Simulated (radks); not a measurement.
Numerical settings for the cobalt ion Co2+, [Ar] 3d7. Method: scalar-relativistic Kohn-Sham, PBE, spin-unpolarised, spherical densities, point nucleus; computed with a radial shooting solver on a logarithmic mesh with Libxc functionals. The defaults (mesh step 0.008 in ln r, mesh end at 40 bohr or more with all orbitals vanishing there, Anderson mixing 0.5 over 9 steps, residual threshold near 1e-9 with the energy settled to 1e-9 hartree or 1e-11 of itself, here a cap of 96 iterations) give E = -1392.1973 hartree and 3d at -27.064 eV in 15 iterations. Run on one thread of a shared host, so times are rough (Arm Neoverse N1): 0.11 s of CPU time, 0.11 s wall, 15 iterations on 2476 mesh points. Changes against that run (0 stands for a change within the tolerance of the run):

| setting | iterations | converged | E (mhartree) | e(3d) (meV) | CPU (s) |
|---|---|---|---|---|---|
| mesh step in ln r 0.012 | 15 | yes | 0 | 0 | 0.08 |
| mesh step in ln r 0.003 | 15 | yes | 0 | 0 | 0.26 |
| mesh step in ln r 0.12 | 2 | no | diverged | - | 0.01 |
| mesh end (bohr) 8 | 15 | yes | +0.000977 | +0.115 | 0.1 |
| mesh end (bohr) 400 | 15 | yes | 0 | 0 | 0.11 |
| residual threshold 1e-16 | 96 | no | 0 | 0 | 0.37 |
| residual threshold 0.001 | 10 | yes | 0 | -0.718 | 0.08 |
| mixing 1 | 12 | yes | 0 | 0 | 0.09 |
| linear mixing, mixing 0.05 | 96 | no | +0.0486 | -111 | 0.55 |
| linear mixing, mixing 1 | 96 | no | +3.67e+04 | +2.06e+04 | 1.2 |
| mixing history 2 | 22 | yes | 0 | 0 | 0.14 |
| iteration cap 5 | 5 | no | +3.5 | +905 | 0.04 |

No run marked as converged misses the energy by more than 1 mhartree. A mesh that ends early acts as a hard wall.
